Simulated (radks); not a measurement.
Values are calculated unless marked as measured or tabulated.
Spherical jellium clusters: N electrons in a uniform positive sphere of charge N and radius rs N^(1/3), rs = 5.34 bohr. Level of theory: non-relativistic Kohn-Sham, PBEsol, spin-polarised, spherical densities (a radial shooting solver with Libxc functionals). Levels are named by radial order and angular momentum (1s, 1p, 1d, 2s, ...), and open shells are averaged over m.

N = 4, configuration 1s2 1p(up 2, down 0). This is the lowest configuration that the search found. Occupied levels:

level    occupation  eigenvalue (eV)  <r> (bohr)
1s up             1          -3.2213       6.027
1s down           1          -2.8255       5.587
1p up             2          -2.2508       7.273

Energy (eV): total -6.27917, kinetic 4.6131, external -60.479, Hartree 29.871, exchange-correlation -11.102, background 30.817.

Electron density:

r (bohr)  n(r) (e/bohr^3)
0.978            0.002052
2.03             0.002097
3.08             0.002118
4.12             0.002040
5.17             0.001802
6.22             0.001410
7.27            0.0009513
8.32            0.0005438
9.37            0.0002639
10.4            0.0001145
11.5           0.00004712
12.5           0.00001899
13.6            7.563e-06
